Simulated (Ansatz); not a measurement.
Program: Ansatz 0.2.0.

C2H10N3Sc, SMILES `C[N](C)[Sc]([NH2])[NH2]` at its PBE0-D4/def2-TZVP geometry, where that method's forces vanish. Total charge 0; spin multiplicity 1.

| atom | x (Å) | y (Å) | z (Å) |
| --- | --- | --- | --- |
| C1 | -1.530 | 1.077 | -0.783 |
| N2 | -0.702 | 0.412 | 0.188 |
| C3 | -1.226 | 0.538 | 1.522 |
| Sc4 | 0.971 | -0.569 | -0.260 |
| N5 | 2.029 | -1.452 | 1.187 |
| N6 | 1.590 | -0.670 | -2.158 |
| H7 | -1.115 | 0.969 | -1.791 |
| H8 | -2.553 | 0.669 | -0.808 |
| H9 | -1.621 | 2.157 | -0.583 |
| H10 | -0.583 | 0.026 | 2.246 |
| H11 | -2.234 | 0.103 | 1.617 |
| H12 | -1.302 | 1.590 | 1.842 |
| H13 | 2.889 | -1.972 | 1.062 |
| H14 | 1.819 | -1.470 | 2.177 |
| H15 | 2.423 | -1.142 | -2.488 |
| H16 | 1.143 | -0.266 | -2.972 |

**Question.** For each bond, give half the difference of the two atoms' forces along it (eV/Å; positive pushes the atoms apart) under PBE-D4, r2SCAN-D4, B3LYP-D4, ωB97M-V in def2-TZVPP. (Best estimate.)

**Answer.** The calculation gave: 
```tsv
bond	length (Å)	PBE-D4	r2SCAN-D4	B3LYP-D4	ωB97M-V
C1–N2	1.439	0.09	0.14	0.19	0.25
C1–H7	1.096	0.07	-0.05	-0.11	-0.08
C1–H8	1.102	0.11	-0.04	-0.08	-0.13
N2–C3	1.439	0.09	0.14	0.19	0.25
N2–Sc4	1.991	-0.06	-0.04	-0.04	-0.13
C3–H10	1.096	0.07	-0.05	-0.11	-0.08
C3–H11	1.102	0.11	-0.03	-0.08	-0.13
C3–H12	1.102	0.11	-0.04	-0.08	-0.13
Sc4–N5	1.999	-0.13	0.02	0.07	0.07
Sc4–N6	1.999	-0.13	0.02	0.07	0.07
N5–H13	1.013	0.26	0.02	-0.03	-0.05
N5–H14	1.012	0.25	0.00	-0.04	-0.05
N6–H15	1.013	0.26	0.02	-0.03	-0.05
N6–H16	1.012	0.25	0.00	-0.04	-0.05
```

B3LYP here is the variant with VWN-RPA as its local correlation; programs differ in this.
